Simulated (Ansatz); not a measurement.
`[NH2][Y]([OH])[F]` + `N[SiH2][GeH3]` → `[NH2][Y]([NH2])[F]` + `O[SiH2][GeH3]`  (redistribution)

Gas-phase electronic energies from Ansatz, PBE0-D4/def2-TZVP geometries. CBS: MP2 limit from def2 TZ/QZ plus the TZ coupled-cluster correction, frozen cores. Functionals use def2-TZVPP. B3LYP here is the variant with VWN-RPA as its local correlation; programs differ in this. HSE06 is defined as in plane-wave codes. Elements past krypton have def2 core potentials. For Ge, Y outer-core shells are correlated without core-valence functions, which leaves a few kJ/mol of doubt a bond. Scalar relativity is left out up to krypton. Each species was taken in one conformer, which may not be the lowest.

```json
{"level": "BLYP-D4", "ΔE (kcal/mol)": "9.2"}
{"level": "B97M-V", "ΔE (kcal/mol)": "8.9"}
{"level": "B3LYP-D4", "ΔE (kcal/mol)": "9.3"}
{"level": "HSE06-D4", "ΔE (kcal/mol)": "9.2"}
{"level": "BHLYP-D4", "ΔE (kcal/mol)": "9.3"}
{"level": "ωB97M-V", "ΔE (kcal/mol)": "9.5"}
{"level": "MP2/def2-TZVPP", "ΔE (kcal/mol)": "9.4"}
{"level": "MP2/CBS(def2)", "ΔE (kcal/mol)": "10.0"}
```

Q: What does CCSD(T)/CBS give? (An estimate is asked.)

A: The calculation gave: +9.3 kcal/mol. The listed levels differ from it by -0.1, -0.4, 0.0, -0.1, 0.0, 0.2, 0.1, 0.7 kcal/mol.

Q: What do rigid-rotor, harmonic-oscillator terms from PBE0-D4/def2-TZVP frequencies (298.15 K, 1 bar) make of the CCSD(T)/CBS value? (An estimate is asked.)

A: Computed: ΔZPE = -0.2 kcal/mol, ΔH = +9.1 kcal/mol, ΔS = -8 J/(mol·K), ΔG = +9.7 kcal/mol.

Largest T1 diagnostic among the species: 0.014.

Leaving LDA and LC-ωPBE aside and taking each functional with its dispersion term where it has one, the values, not all of them listed here, spread over 1.0 kcal/mol, from B97M-V to CAM-B3LYP-D4. LDA lies +0.8 kcal/mol from PBE without D4. At CCSD(T), def2-SVP lies +3.5 kcal/mol from the extrapolated value and def2-TZVPP −0.6 kcal/mol.
